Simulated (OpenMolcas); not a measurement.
An OpenMolcas run meant for Pm4+ (ANO-R3, X2C; inactive shells 1s 2s 2p 3s 3p 3d 4s 4p 4d 5s 5p; intended active space 3 electrons in 7 orbitals (4f)). One step of its input:

```
&RASSCF
FileOrb=start.orb
Symmetry=2
Spin=4
nActEl=3 0 0
Inactive=15 12
Ras2=0 7
CIRoot=35 35 1
SDav=35
CIMx=300
Iter=63 100
PrWF=0.3
OrbListing=Nothing
MaxOrb=0
Atom
Thrs=1.0e-3 5.0e-1 5.0e-1
```

The run finished. Its levels beside those of a sound run (CASSCF), in cm⁻¹ above each run's lowest level:

| Level | This run | Usual run |
| --- | --- | --- |
| 4f³ ⁴I°_9/2 | 0.0 | 0.0 |
| 4f³ ⁴I°_11/2 | 2538 | 2536 |
| 4f³ ⁴I°_13/2 | 5261 | 5259 |
| 4f³ ⁴I°_15/2 | 8082 | 8080 |
| 4f³ ²H°_9/2 | 18144 | 18165 |
| 4f³ ⁴F°_3/2 | 18548 | 18545 |
| 4f³ ⁴F°_5/2 | 19550 | 19546 |

Which setting is unsound, and how much does it matter here?

The convergence thresholds are far too loose, so the orbitals stop early. Against the sound run the excited levels shown move by 5.6 cm-1 on average and by 21 cm-1 at most.

High states are left out of the spin-orbit mixing, which shifts the levels that they would mix with. Without dynamic correlation excited terms often stand tens of per cent too high (terms of higher spin than the ground term too low), and those without a measured partner can miss by more than the paired ones. Only configurations of the active space appear.

° marks odd parity.
